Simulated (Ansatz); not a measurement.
hexane (C$_{6}$H$_{14}$), singlet, at a GFN2-xTB geometry. Base run: B3LYP/STO-3G run with Ansatz (a quantum-chemistry and plane-wave program).

Input for Ansatz:
Ansatz 0.2 input:
```yaml
crystal:
  periodic: [false, false, false]
  atoms:
    - {symbol: C, position_ang: [2.84465970, 0.87528423, -0.36333341]}
    - {symbol: C, position_ang: [1.83496457, 0.04142268, 0.41596278]}
    - {symbol: C, position_ang: [0.45431163, 0.06450807, -0.23587776]}
    - {symbol: C, position_ang: [-0.56037469, -0.76217905, 0.55095191]}
    - {symbol: C, position_ang: [-1.92661915, -0.85549654, -0.12938200]}
    - {symbol: C, position_ang: [-2.66811992, 0.47555322, -0.17429134]}
    - {symbol: H, position_ang: [2.94818417, 0.49789316, -1.37853596]}
    - {symbol: H, position_ang: [2.52261146, 1.91317558, -0.41641002]}
    - {symbol: H, position_ang: [3.82059931, 0.84324737, 0.11570290]}
    - {symbol: H, position_ang: [2.18823042, -0.99069048, 0.47785774]}
    - {symbol: H, position_ang: [1.75795726, 0.42517658, 1.43605414]}
    - {symbol: H, position_ang: [0.11442670, 1.09922905, -0.30493445]}
    - {symbol: H, position_ang: [0.52993239, -0.33033916, -1.25212694]}
    - {symbol: H, position_ang: [-0.68351000, -0.33032935, 1.54715753]}
    - {symbol: H, position_ang: [-0.16398162, -1.77306217, 0.67788735]}
    - {symbol: H, position_ang: [-1.79700008, -1.23277838, -1.14648372]}
    - {symbol: H, position_ang: [-2.53736227, -1.57982572, 0.41530952]}
    - {symbol: H, position_ang: [-2.77404085, 0.88553288, 0.82793733]}
    - {symbol: H, position_ang: [-3.66187496, 0.33993728, -0.59550812]}
    - {symbol: H, position_ang: [-2.13710500, 1.19827792, -0.78808825]}
basis:
  gaussian:
    orbitals: STO-3G
hamiltonian:
  xc: b3lyp
```

Variants of this job, named by their change:

```json
[
 {"change": "base", "E (Eh)": "-234.27220"},
 {"change": "functional = PBE-QIDH", "E (Eh)": "-233.73105"},
 {"change": "functional = wB97M-V", "E (Eh)": "-234.20586"},
 {"change": "functional = r2scan", "E (Eh)": "-234.13410"},
 {"change": "functional = wB97X", "E (Eh)": "-234.26005"},
 {"change": "functional = hf", "E (Eh)": "-232.62401"},
 {"change": "functional = wB97X-V", "E (Eh)": "-234.24644"},
 {"change": "functional = BHLYP", "E (Eh)": "-234.13274"},
 {"change": "functional = pbe; dispersion = d3bj", "E (Eh)": "-233.93478"},
 {"change": "functional = B97M-V", "E (Eh)": "-234.29907"},
 {"change": "functional = SVWN5", "E (Eh)": "-231.98400"},
 {"change": "functional = revpbe", "E (Eh)": "-234.20542"},
 {"change": "functional = b3lyp; dispersion = d3bj", "E (Eh)": "-234.29705"}
]
```

Total energies compare only within one method and basis.
